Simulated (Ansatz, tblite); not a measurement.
Cost and result up the ladder for the cluster WS2⁺ (3 atoms). Total charge 1; doublet. Geometry: PBE-D4/def2-TZVP.

```xyz
3

W    -0.087    0.849    0.027
S    -0.879   -0.476   -1.389
S     0.966   -0.374    1.362
```

Ansatz on 4 threads of Arm Neoverse V2 on a shared host; xTB runs through tblite on one thread. Times are rough, summed over both states, and most runs start from the orbitals of an earlier one. ωB97M-V/def2-TZVP serves as the yardstick here, not as an exact answer. The other state is a quartet at its own geometry.

In the def2 sets W takes a core potential; there is no spin–orbit coupling. The xTB rows come from tblite. LC-ωPBE has ω = 0.4 bohr⁻¹. Correlated methods freeze 10 core orbitals; core or outer-core shells of W are correlated, in sets that lack core-valence functions. The structure comes from a short search, and lower isomers may exist.

Run but left out: HF/def2-TZVP, MP2/def2-TZVP (doublet: ⟨S²⟩ 2.12, where a pure state has 0.75); HF/def2-TZVPP, MP2/def2-TZVPP, CCSD/def2-TZVPP, CCSD(T)/def2-TZVPP (flagged by the program: large difference).

Correlated methods converge slowly with the basis.

xTB has no spin-polarisation term.

| level | functions | wall time |
| --- | --- | --- |
| GFN1-xTB | 27 | 0.004 s |
| GFN2-xTB | 27 | 0.006 s |
| PBE-D4/def2-TZVP (with forces) | 114 | 2.8 s |
| RPA@PBE/def2-TZVP | 114 | 4 s |
| r2SCAN-D4/def2-TZVP | 114 | 7.2 s |
| PBE0-D4/def2-TZVP | 114 | 8.1 s |
| LC-ωPBE/def2-TZVP | 114 | 8.5 s |
| B97M-V/def2-TZVP | 114 | 12 s |
| r2SCAN0-D4/def2-TZVP | 114 | 14 s |
| ωB97M-V/def2-TZVP | 114 | 28 s |
| ωB97X-V/def2-TZVP | 114 | 29 s |

**Question.** Estimate what each level gives for the quartet − doublet (eV).

**Answer.** 
| level | quartet − doublet (eV) | difference from ωB97M-V/def2-TZVP (eV) | remarks |
| --- | --- | --- | --- |
| GFN1-xTB | 1.69 | 0.41 | – |
| GFN2-xTB | 0.56 | -0.72 | – |
| PBE-D4/def2-TZVP (with forces) | 1.40 | 0.12 | – |
| RPA@PBE/def2-TZVP | 1.43 | 0.15 | – |
| r2SCAN-D4/def2-TZVP | 1.26 | -0.02 | – |
| PBE0-D4/def2-TZVP | 1.25 | -0.02 | spin-contaminated (⟨S²⟩ 0.84) (doublet) |
| LC-ωPBE/def2-TZVP | 1.12 | -0.16 | spin-contaminated (⟨S²⟩ 1.00) (doublet) |
| B97M-V/def2-TZVP | 1.34 | 0.07 | – |
| r2SCAN0-D4/def2-TZVP | 1.13 | -0.15 | spin-contaminated (⟨S²⟩ 0.94) (doublet) |
| ωB97M-V/def2-TZVP | 1.28 | 0.00 | – |
| ωB97X-V/def2-TZVP | 1.25 | -0.02 | – |
